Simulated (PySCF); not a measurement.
How methods differ on the ionisation energy of Sb(41+)

Sb(41+) [Ne] → Sb(42+) [He] 2s2 2p5 [2p1/2^2 2p3/2^3, M_J = 3/2], as a difference of total energies. All numbers are calculated (PySCF 2.14, the two-component X2C-1e Hamiltonian, in an even-tempered Gaussian basis (17 s from 20 bohr⁻², ratio 2.4; 12 p from 26 bohr⁻², ratio 2.4; 5 d from 99 bohr⁻², ratio 2.6; 4 f from 150 bohr⁻², ratio 2.6)). Correlated levels: nothing frozen; the 26 highest virtual spinors dropped. "Screened" scales the spin-orbit matrix elements by Boettger's factors to mimic the two-electron term; Breit and QED terms are absent.

| method | ionisation energy (eV) |
| --- | --- |
| GHF (spin-free) | 6801.2 |
| GMP2 (spin-free) | 6802.7 |
| GHF (screened spin-orbit) | 6719.0 |
| GMP2 (screened spin-orbit) | 6720.5 |

For this ion Breit and QED terms and the two-electron picture change, all absent here, outweigh the correlation shift from GHF to GMP2.

The spin-free rows lack the spin-orbit shift.

For comparison: 6714 ± 4 eV (theoretical estimate listed by NIST; NIST Atomic Spectra Database, ionization energies).
